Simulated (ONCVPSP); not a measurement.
**arsenic: excitation energies, all-electron against ONCV**

| Item | Value |
| --- | --- |
| Element | As |
| Generator | ONCVPSP 4.0.1 |
| Type | optimised norm-conserving Vanderbilt (ONCV) |
| Functional | PBEsol |
| Relativity | fully relativistic |
| Frozen core | [Ar] |
| Valence charge | 15 |
| Reference configuration | 3d10 4s2 4p3 |
| Partial waves | 4s: rc 1.70 bohr, ncon 4, nbas 8, qcut 4 1/bohr, 2 projectors, debl 3.5 Ha; 4p: rc 1.45 bohr, ncon 4, nbas 8, qcut 5.7 1/bohr, 2 projectors, debl 3.6 Ha; 3d: rc 1.00 bohr, ncon 5, nbas 9, qcut 19.1 1/bohr, local |
| Local potential | the d channel |
| Core correction | Teter function, fcfact 2, rcfact 1.7 |

Open shells are filled in proportion to 2j + 1.

Energies are relative to the spin-unpolarised reference configuration 3d10 4s2 4p3; without spin polarisation the order of configurations can differ from experiment. The d channel is local and has no spin–orbit splitting in the pseudo-atom.

| valence configuration | charge | ΔE all-electron (eV) | error AE − PS (meV) |
| --- | --- | --- | --- |
| 3d10 4s2 4p0 | +3 | 54.835 | -7.3 |
| 3d10 4s1 4p3 | +1 | 19.271 | -1.7 |

Question: What are ΔE and the potential's error for 3d10 4s2 4p2?

Answer: ΔE = 9.161 eV all-electron; the error (AE − PS) is -0.6 meV.

Question: What are ΔE and the potential's error for 3d10 4s2 4p1?

Answer: ΔE = 27.107 eV all-electron; the error (AE − PS) is -3.7 meV.

Levels in the configuration 3d10 4s2 4p1:

```json
{"level": "3d j=5/2", "all-electron (eV)": "-61.649", "pseudo (eV)": "-61.777"}
{"level": "3d j=3/2", "all-electron (eV)": "-62.381", "pseudo (eV)": "-61.777"}
{"level": "4s j=1/2", "all-electron (eV)": "-33.486", "pseudo (eV)": "-33.489"}
{"level": "4p j=3/2", "all-electron (eV)": "-22.563", "pseudo (eV)": "-22.567"}
{"level": "4p j=1/2", "all-electron (eV)": "-22.968", "pseudo (eV)": "-22.972"}
```

Note: ghosts flagged at negative energy: s at -455.8 eV, p3/2 at -50.7 eV, p1/2 at -53.3 eV; GHOST(+) flagged for s at 187.8 eV. A true bound ghost makes a file unfit for plane-wave use. The potential misses its own reference levels by up to 0.4 eV.
